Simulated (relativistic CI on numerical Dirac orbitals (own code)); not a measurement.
P XIV: sensitivity of the levels to the model

Base calculation: Dirac-Coulomb-Breit CI, KLI orbitals optimised for each configuration, model QED, unscaled Slater integrals.

Configuration list: 1s2, 1s 2s, 1s 2p, 1s 3s, 1s 3p, 1s 3d, 1s 4s, 1s 4p, 1s 4d, 1s 4f, 1s 5s, 1s 5p, 1s 5d, 1s 5f, 1s 5g, 1s 6s, 1s 6p, 1s 6d. Levels of other configurations are missing.

The lowest level and the first level of each name with at least 55 % of one term (blank where a level has no safe partner in the second run):

| Level | Base (eV) | Shift (eV) |
| --- | --- | --- |
| 1s2 1S_0 | 0.00 | 0.00 |
| 1s 2s 3S_1 | 2123.32 | -3.97 |
| 1s 2p 3P°_0 | 2138.62 | -4.52 |
| 1s 2p 3P°_1 | 2138.92 | -4.82 |
| 1s 2s 1S_0 | 2139.90 | -4.37 |
| 1s 2p 3P°_2 | 2140.12 | -6.03 |
| 1s 2p 1P°_1 | 2151.68 | -5.40 |
| 1s 3s 3S_1 | 2511.98 | -5.57 |
| 1s 3p 3P°_0 | 2516.19 | -5.72 |
| 1s 3p 3P°_1 | 2516.29 | -5.81 |
| 1s 3s 1S_0 | 2516.44 | -5.68 |
| 1s 3p 3P°_2 | 2516.64 | -6.16 |
| 1s 3d 3D_1 | 2518.93 | -6.18 |
| 1s 3d 3D_2 | 2518.94 | -6.19 |

At this charge energies of transitions that change n are usually good to better than 1 %, and those within a shell (Δn = 0) to a few per cent.

**Question.** One thing was changed in a second run, which moved the levels as shown. Which?
A. Breit term removed
B. non-relativistic limit
C. configuration mixing switched off
D. QED terms removed

**Answer.** B. Non-relativistic limit. Without relativity the fine structure collapses and s electrons lose their extra binding.

LS names give the leading component of a level, which can be under half, so a name can repeat, a term be missing and a line seem to break the LS rules.
